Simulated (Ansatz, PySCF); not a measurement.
This Ansatz (a quantum-chemistry and plane-wave program) input computes a CCSD(T)/cc-pVDZ energy:

Ansatz 0.2 input:
```yaml
crystal:
  periodic: [false, false, false]
  atoms:
    - {symbol: C, position_ang: [-0.38439883, -0.12903652, -0.05555439]}
    - {symbol: O, position_ang: [-0.39962503, -0.10221980, 1.12034530]}
    - {symbol: O, position_ang: [0.64197255, 0.18977062, -0.85659836]}
    - {symbol: H, position_ang: [0.36761280, 0.07381259, -1.77664916]}
basis:
  gaussian:
    orbitals: cc-pVDZ
magnetization: {spin_polarized: true, initial_magnetization: 1}
correlation: {method: ccsd_t, electrons: outside_noble_gas}
```

Write an input for the same energy in PySCF and say what it gives.


```python
from pyscf import gto, scf, mp, cc as ccmod

mol = gto.M(
    atom='''
    C    -0.38439883   -0.12903652   -0.05555439
    O    -0.39962503   -0.10221980    1.12034530
    O     0.64197255    0.18977062   -0.85659836
    H     0.36761280    0.07381259   -1.77664916
    ''',
    basis='cc-pvdz',
    charge=0,
    spin=1,
    verbose=4,
)

mf = scf.UHF(mol)
mf.conv_tol = 1e-10
mf.max_cycle = 100
mf.kernel()
mo, _, stable, _ = mf.stability(return_status=True)
if not stable:
    mf.kernel(mf.make_rdm1(mo, mf.mo_occ))
mp2 = mp.MP2(mf, frozen=3).run()
cc = ccmod.CCSD(mf, frozen=3)
cc.max_cycle = 100
cc.kernel()
et = cc.ccsd_t()
print(f'E(CCSD(T)) = {cc.e_tot + et:.9f}')
```
It gives -188.64944 Eh, and Ansatz -188.64943 Eh, a difference of 0.01 mEh.

It need not be the lowest isomer of its formula.
